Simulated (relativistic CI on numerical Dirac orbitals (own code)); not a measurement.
**Ti2+ (3d2) in a crystal field**

Calculated by Dirac-Coulomb-Breit CI, separate exchange-only KLI orbitals for each configuration, QED by a radiative potential, valence Slater integrals scaled by 0.8, one configuration in a parametric crystal field (own radial code).

Field parameters in Wybourne normalisation: Oh B⁴₀ = 21Dq, B⁴₄ = √(5/14) B⁴₀. The field is a parameter set, without covalency.

S is read from ⟨S²⟩ = S(S + 1).

Powder χT (cm³ K mol⁻¹) by Van Vleck's formula, with temperature-independent terms:

| Field | 2 K | 5 K | 10 K | 20 K | 50 K | 100 K | 200 K | 300 K |
| --- | --- | --- | --- | --- | --- | --- | --- | --- |
| Oh, 10Dq = 3250 cm⁻¹ | 0.0209 | 0.0518 | 0.094 | 0.166 | 0.368 | 0.669 | 1.04 | 1.24 |
| Oh, 10Dq = 5850 cm⁻¹ | 0.0359 | 0.0735 | 0.114 | 0.183 | 0.386 | 0.682 | 1.03 | 1.21 |
| Oh, 10Dq = 8450 cm⁻¹ | 0.0507 | 0.0882 | 0.127 | 0.196 | 0.398 | 0.692 | 1.03 | 1.19 |
| Oh, 10Dq = 11050 cm⁻¹ | 0.0639 | 0.0998 | 0.137 | 0.206 | 0.409 | 0.699 | 1.02 | 1.17 |
| Oh, 10Dq = 13650 cm⁻¹ | 0.0752 | 0.11 | 0.146 | 0.215 | 0.419 | 0.706 | 1.02 | 1.16 |
| Oh, 10Dq = 16250 cm⁻¹ | 0.085 | 0.118 | 0.154 | 0.224 | 0.427 | 0.712 | 1.02 | 1.15 |
| Oh, 10Dq = 18850 cm⁻¹ | 0.0933 | 0.125 | 0.162 | 0.231 | 0.435 | 0.717 | 1.01 | 1.15 |
| Oh, 10Dq = 21450 cm⁻¹ | 0.101 | 0.132 | 0.168 | 0.237 | 0.442 | 0.722 | 1.01 | 1.14 |

(1) For Oh, 10Dq = 16250 cm⁻¹: what effective moment follows at 300 K?

Answers

(1) μ_eff = √(8χT) = 3.04 μB. The ground level has S = 1.00; the spin-only moment for S = 1 is 2.83 μB. The difference comes from the orbital moment, spin-orbit mixing of terms and temperature-independent paramagnetism, all larger in this ionic model than in covalent complexes.
